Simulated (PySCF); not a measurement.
Simulation results for C2H7OSi, CH5AlNSi, BF2H2Si, ClF2Si and others

All values are calculated (PySCF 2.14.0). Calculation on a computer-drawn molecule: optimised geometry and harmonic frequencies of an isolated molecule of the commonest isotopes, restricted reference for singlets and unrestricted otherwise, frozen core in MP2.

(1) C2H7OSi

Start structure:
```xyz
11
C2H7OSi
C      0.9292     1.0979     1.5650
Si     2.6291     0.6575     2.2498
C      3.0859    -1.0610     1.8077
O      2.9052    -1.5115     0.5530
H      0.6584     2.1306     1.6807
H      0.1350     0.5241     1.9509
H      0.8443     0.8890     0.5018
H      2.5888     0.7109     3.7167
H      3.5899     1.7107     1.7473
H      3.5798    -1.7982     2.5133
H      3.2805    -2.4326     0.4289
```

Here we set charge 0, multiplicity 2, method HF and basis cc-pV(D+d)Z.

It finds rotational constants 10.15, 3.512, 2.858 GHz; total energy -443.5793 hartree; spin squared 0.7617; convergence status largest gradient component 1.275e-05 hartree/bohr.

Drawn bonds:
| atom | other atom | order |
| --- | --- | --- |
| 1 | 2 | 1 |
| 2 | 3 | 1 |
| 3 | 4 | 1 |
| 1 | 5 | 1 |
| 1 | 6 | 1 |
| 1 | 7 | 1 |
| 2 | 8 | 1 |
| 2 | 9 | 1 |
| 3 | 10 | 1 |
| 4 | 11 | 1 |

Optimised structure:
```xyz
11
C2H7OSi
C      0.9010     1.0887     1.5507
Si     2.5986     0.6630     2.2335
C      3.0731    -1.0893     1.8330
O      3.0141    -1.4770     0.5265
H      0.6535     2.1364     1.7431
H      0.1267     0.4637     2.0032
H      0.8790     0.9260     0.4699
H      2.6275     0.7800     3.7132
H      3.5911     1.6181     1.6751
H      3.4672    -1.8177     2.5363
H      3.2944    -2.3744     0.4306
```

Modes:
| frequency (cm⁻¹) | reduced mass (dalton) |
| --- | --- |
| 67.55 | 2.684 |
| 155.8 | 1.269 |
| 197.6 | 1.535 |
| 279.4 | 1.557 |
| 317.8 | 1.162 |
| 349.5 | 3.18 |
| 528.2 | 1.177 |
| 662 | 2.277 |
| 717 | 2.179 |
| 772.9 | 1.311 |
| 816.8 | 1.808 |
| 950 | 1.259 |
| 988.4 | 1.264 |
| 1030 | 1.059 |
| 1256 | 1.394 |
| 1325 | 2.243 |
| 1389 | 1.254 |
| 1520 | 1.508 |
| 1552 | 1.05 |
| 1556 | 1.053 |
| 2274 | 1.047 |
| 2294 | 1.033 |
| 3168 | 1.035 |
| 3252 | 1.102 |
| 3255 | 1.102 |
| 3290 | 1.088 |
| 4155 | 1.067 |

(2) CH5AlNSi

Start structure:
```xyz
9
CH5AlNSi
N      1.9611    -1.4599     1.9811
Al     0.2766    -0.9978     1.5419
C     -1.6130    -0.6250     1.0330
Si    -2.4539     0.9439     1.0355
H      2.2399    -2.4255     1.8373
H      2.6534    -0.8468     2.1773
H     -2.0965    -1.5117     0.8322
H     -1.8320     2.2227     1.4571
H     -3.8689     1.0431     0.6749
```

Here we set charge 1, multiplicity 1, method HF and basis cc-pV(D+d)Z.

The calculation gives: rotational constants 26.08, 1.69, 1.601 GHz; total energy -625.8462 hartree; convergence status largest gradient component 2.417e-05 hartree/bohr.

Drawn bonds:
| atom | other atom | order |
| --- | --- | --- |
| 1 | 2 | 1 |
| 2 | 3 | 1 |
| 3 | 4 | 2 |
| 1 | 5 | 1 |
| 1 | 6 | 1 |
| 3 | 7 | 1 |
| 4 | 8 | 1 |
| 4 | 9 | 1 |

Optimised structure:
```xyz
9
CH5AlNSi
N      1.8161    -1.3733     1.8810
Al     0.1600    -1.0576     1.5475
C     -1.6045    -0.6880     1.1923
Si    -2.3227     0.8593     1.0114
H      2.5326    -1.5119     1.1883
H      2.2161    -1.4684     2.7994
H     -2.2611    -1.5516     1.0869
H     -1.5239     2.0831     1.1351
H     -3.7459     1.0515     0.7285
```

Modes:
| frequency (cm⁻¹) | reduced mass (dalton) |
| --- | --- |
| 96.08 | 4.292 |
| 148.4 | 1.753 |
| 194.7 | 1.279 |
| 244.3 | 5.735 |
| 281.1 | 1.634 |
| 509.9 | 1.218 |
| 559.4 | 2.315 |
| 693.3 | 1.243 |
| 706.3 | 1.224 |
| 739.3 | 1.761 |
| 757.1 | 1.066 |
| 963.7 | 3.667 |
| 1017 | 1.446 |
| 1039 | 1.15 |
| 1206 | 4.346 |
| 1653 | 1.101 |
| 2399 | 1.031 |
| 2429 | 1.055 |
| 3285 | 1.085 |
| 3747 | 1.052 |
| 3826 | 1.094 |

(3) BF2H2Si

Start structure:
```xyz
6
BF2H2Si
B     -0.1062    -0.0349    -0.1176
Si    -0.7943     1.1287     1.3245
F     -1.2958     0.2872     2.6669
F      0.3902     2.0288     2.0651
H     -0.7498    -1.0042    -0.4637
H      0.6376     0.4293    -0.9573
```

Here we set charge -1, multiplicity 1, method MP2 and basis aug-cc-pV(D+d)Z.

Results for BF2H2Si: rotational constants 7.753, 5.576, 3.301 GHz; total energy -514.3872 hartree; convergence status largest gradient component 2.24e-05 hartree/bohr.

Drawn bonds:
| atom | other atom | order |
| --- | --- | --- |
| 1 | 2 | 1 |
| 2 | 3 | 1 |
| 2 | 4 | 1 |
| 1 | 5 | 1 |
| 1 | 6 | 1 |

Optimised structure:
```xyz
6
BF2H2Si
B     -0.0674    -0.0852    -0.1544
Si    -0.5700     0.9204     1.3499
F     -1.3958     0.3595     2.6959
F      0.3229     2.1345     2.0824
H     -0.8188    -0.9858    -0.4737
H      0.6108     0.4916    -0.9822
```

Modes:
| frequency (cm⁻¹) | reduced mass (dalton) |
| --- | --- |
| 165.2 | 15.85 |
| 182.6 | 2.681 |
| 302.3 | 15.83 |
| 444.5 | 1.108 |
| 586.1 | 1.396 |
| 607.5 | 2.463 |
| 632.7 | 1.772 |
| 758 | 17 |
| 845.6 | 5.571 |
| 1107 | 1.262 |
| 2513 | 1.049 |
| 2596 | 1.127 |

(4) ClF2Si

Start structure:
```xyz
4
ClF2Si
F     -0.9399     1.7453    -1.1956
Si     0.0380     0.4404    -0.6892
F     -0.9149     0.2047     0.5943
Cl    -0.9531    -1.1208    -2.0814
```

Settings of this run: charge -1, multiplicity 1, method HF and basis aug-cc-pV(D+d)Z.

It finds rotational constants 6.843, 3.159, 2.506 GHz; total energy -947.5530 hartree; convergence status largest gradient component 2.019e-05 hartree/bohr.

Drawn bonds:
| atom | other atom | order |
| --- | --- | --- |
| 1 | 2 | 1 |
| 2 | 3 | 1 |
| 2 | 4 | 1 |

Optimised structure:
```xyz
4
ClF2Si
F     -0.9112     1.7490    -1.2405
Si     0.0074     0.4792    -0.7036
F     -0.9135     0.1457     0.6325
Cl    -0.9526    -1.1043    -2.0603
```

Modes:
| frequency (cm⁻¹) | reduced mass (dalton) |
| --- | --- |
| 202.9 | 21.6 |
| 228.6 | 24.83 |
| 337.9 | 23.25 |
| 389.9 | 23.9 |
| 746.1 | 22.1 |
| 763.2 | 22.02 |

(5) C2H7B2

Start structure:
```xyz
11
C2H7B2
B     -2.1325     0.4038     0.0717
C     -0.7246     0.4663     0.5867
C      0.2263     1.4411     0.4466
B     -0.6856     1.7171     1.8386
H     -2.7614    -0.5477     0.1929
H     -2.6321     1.4212    -0.4931
H     -0.3352    -0.4687     1.0410
H      1.2682     1.2800     0.5900
H     -0.0301     2.2723    -0.3141
H     -1.4339     2.5903     1.8806
H     -0.2887     1.3588     2.8654
```

Here we set charge 0, multiplicity 2, method HF and basis cc-pVDZ.

It finds rotational constants 17.43, 4.552, 4.342 GHz; total energy -129.1183 hartree; spin squared 0.7603; convergence status largest gradient component 3.295e-05 hartree/bohr.

Drawn bonds:
| atom | other atom | order |
| --- | --- | --- |
| 1 | 2 | 1 |
| 2 | 3 | 1 |
| 3 | 4 | 1 |
| 1 | 5 | 1 |
| 1 | 6 | 1 |
| 2 | 7 | 1 |
| 3 | 8 | 1 |
| 3 | 9 | 1 |
| 4 | 10 | 1 |
| 4 | 11 | 1 |

Optimised structure:
```xyz
11
C2H7B2
B     -2.2082     0.2129    -0.2329
C     -0.8683     0.2875     0.5128
C     -0.0076     1.5169     0.6401
B     -0.3337     2.0918     2.0850
H     -2.8245    -0.8175    -0.2672
H     -2.6456     1.1832    -0.7925
H     -0.4966    -0.5874     1.0421
H      1.0503     1.2401     0.5796
H     -0.2394     2.2323    -0.1497
H     -1.0784     3.0215     2.2318
H      0.1223     1.5532     3.0573
```

Modes:
| frequency (cm⁻¹) | reduced mass (dalton) |
| --- | --- |
| 45.12 | 1.973 |
| 148.6 | 1.214 |
| 243.7 | 1.414 |
| 328.2 | 1.502 |
| 366.5 | 2.026 |
| 707 | 1.22 |
| 747 | 1.116 |
| 837.7 | 1.946 |
| 929.8 | 1.48 |
| 967.9 | 2.315 |
| 1030 | 1.384 |
| 1073 | 1.609 |
| 1124 | 1.732 |
| 1189 | 1.684 |
| 1242 | 1.417 |
| 1276 | 1.217 |
| 1325 | 1.221 |
| 1328 | 1.268 |
| 1494 | 1.766 |
| 1575 | 1.126 |
| 2662 | 1.055 |
| 2671 | 1.054 |
| 2731 | 1.128 |
| 2745 | 1.128 |
| 3166 | 1.063 |
| 3244 | 1.099 |
| 3286 | 1.087 |

(6) BH3NOSi

Start structure:
```xyz
7
BH3NOSi
N      1.7817    -0.8798    -1.7517
Si     0.9306    -0.3957    -0.4198
B     -0.0268    -1.3643     0.9430
O     -1.2787    -1.2945     1.0855
H      2.0161    -1.9270    -1.7752
H      0.7641     1.0307    -0.7760
H      0.6230    -2.1716     1.7569
```

Settings of this run: charge -1, multiplicity 1, method HF and basis aug-cc-pV(D+d)Z.

Results for BH3NOSi: rotational constants 31.04, 2.727, 2.507 GHz; total energy -444.7226 hartree; convergence status largest gradient component 6.641e-06 hartree/bohr.

Drawn bonds:
| atom | other atom | order |
| --- | --- | --- |
| 1 | 2 | 2 |
| 2 | 3 | 1 |
| 3 | 4 | 1 |
| 1 | 5 | 1 |
| 2 | 6 | 1 |
| 3 | 7 | 1 |

Optimised structure:
```xyz
7
BH3NOSi
N      1.9852    -0.8913    -1.7100
Si     0.8423    -0.4696    -0.6401
B     -0.0859    -1.4239     1.0248
O     -0.9644    -0.7523     1.6343
H      2.3592    -1.8171    -1.5769
H      0.3555     0.9225    -0.9281
H      0.3181    -2.5705     1.2586
```

Modes:
| frequency (cm⁻¹) | reduced mass (dalton) |
| --- | --- |
| 76.87 | 4.421 |
| 144.3 | 4.437 |
| 286.9 | 8.081 |
| 409.2 | 1.365 |
| 571.5 | 4.359 |
| 812.7 | 1.16 |
| 814.9 | 1.151 |
| 832.4 | 1.491 |
| 942.5 | 1.213 |
| 1086 | 2.267 |
| 1123 | 1.92 |
| 1617 | 8.441 |
| 2178 | 1.048 |
| 2350 | 1.097 |
| 3732 | 1.075 |

(7) C2H7AlN

Start structure:
```xyz
11
C2H7AlN
C     -0.2401     1.6256     0.4572
N     -0.1655     0.4222     1.1396
C     -1.4215     0.0861     1.7929
Al     1.2519    -0.6624     1.3456
H     -0.4747     2.4869     1.1115
H     -0.9577     1.6429    -0.3226
H      0.7107     1.8416     0.0190
H     -2.2306    -0.0414     1.0784
H     -1.7482     0.8566     2.4752
H     -1.3411    -0.8802     2.3823
H      1.1173    -1.9780     2.2708
```

Settings of this run: charge 0, multiplicity 2, method HF and basis cc-pV(D+d)Z.

It finds rotational constants 9.216, 4.558, 3.17 GHz; total energy -376.1659 hartree; spin squared 0.7556; convergence status largest gradient component 2.109e-05 hartree/bohr.

Drawn bonds:
| atom | other atom | order |
| --- | --- | --- |
| 1 | 2 | 1 |
| 2 | 3 | 1 |
| 2 | 4 | 1 |
| 1 | 5 | 1 |
| 1 | 6 | 1 |
| 1 | 7 | 1 |
| 3 | 8 | 1 |
| 3 | 9 | 1 |
| 3 | 10 | 1 |
| 4 | 11 | 1 |

Optimised structure:
```xyz
11
C2H7AlN
C     -0.2179     1.6339     0.4573
N     -0.1687     0.3918     1.2009
C     -1.4429     0.0744     1.8167
Al     1.2799    -0.6325     1.3485
H     -0.4815     2.4813     1.1026
H     -0.9616     1.5937    -0.3484
H      0.7497     1.8546     0.0022
H     -2.2372    -0.0301     1.0670
H     -1.7568     0.8573     2.5185
H     -1.3834    -0.8636     2.3704
H      1.1208    -1.9609     2.2142
```

Modes:
| frequency (cm⁻¹) | reduced mass (dalton) |
| --- | --- |
| 207.8 | 1.395 |
| 237.2 | 1.039 |
| 261.6 | 3.119 |
| 316.7 | 1.34 |
| 333.3 | 1.41 |
| 388.7 | 2.6 |
| 636.7 | 1.435 |
| 683.9 | 2.514 |
| 1072 | 2.555 |
| 1165 | 1.434 |
| 1198 | 1.217 |
| 1258 | 1.398 |
| 1295 | 4.206 |
| 1413 | 2.247 |
| 1553 | 1.162 |
| 1579 | 1.042 |
| 1585 | 1.191 |
| 1591 | 1.044 |
| 1607 | 1.047 |
| 1624 | 1.051 |
| 1907 | 1.044 |
| 3123 | 1.038 |
| 3132 | 1.039 |
| 3172 | 1.103 |
| 3174 | 1.105 |
| 3235 | 1.099 |
| 3249 | 1.098 |

(8) BH5OSi2

Start structure:
```xyz
9
BH5OSi2
O     -1.0377     0.5984    -0.2216
B     -0.2106     0.4735     0.8327
Si    -0.5668     0.2773     2.6501
Si     1.7441     0.8485     0.3194
H     -2.0095     0.5440    -0.1027
H     -0.5037    -0.9706     3.2957
H      1.9443     2.3185    -0.0185
H      2.5915     0.6826     1.5063
H      2.3501     0.0600    -0.7009
```

It was run with charge 0, multiplicity 1, method HF and basis cc-pV(D+d)Z.

The calculation gives: rotational constants 5.229, 2.704, 1.849 GHz; total energy -680.2931 hartree; convergence status largest gradient component 2.317e-05 hartree/bohr.

Drawn bonds:
| atom | other atom | order |
| --- | --- | --- |
| 1 | 2 | 1 |
| 2 | 3 | 1 |
| 2 | 4 | 1 |
| 1 | 5 | 1 |
| 3 | 6 | 1 |
| 4 | 7 | 1 |
| 4 | 8 | 1 |
| 4 | 9 | 1 |

Optimised structure:
```xyz
9
BH5OSi2
O     -1.0828     0.6358    -0.2396
B     -0.2704     0.6038     0.8457
Si    -0.6161     0.3884     2.8483
Si     1.7454     0.8917     0.4227
H     -2.0019     0.5093    -0.0584
H     -0.2467    -1.0837     2.7888
H      1.9705     2.2285    -0.1838
H      2.5784     0.8108     1.6543
H      2.2254    -0.1524    -0.5174
```

Modes:
| frequency (cm⁻¹) | reduced mass (dalton) |
| --- | --- |
| 89.69 | 1.077 |
| 99.97 | 5.336 |
| 241.8 | 3.798 |
| 300 | 2.049 |
| 316.5 | 1.095 |
| 426.7 | 4.744 |
| 488.7 | 1.138 |
| 523.7 | 1.981 |
| 666.2 | 1.142 |
| 731.4 | 2.107 |
| 773.8 | 1.996 |
| 985.7 | 1.119 |
| 1020 | 1.039 |
| 1027 | 1.035 |
| 1186 | 1.208 |
| 1344 | 11.28 |
| 2129 | 1.041 |
| 2267 | 1.043 |
| 2291 | 1.043 |
| 2294 | 1.033 |
| 4148 | 1.067 |
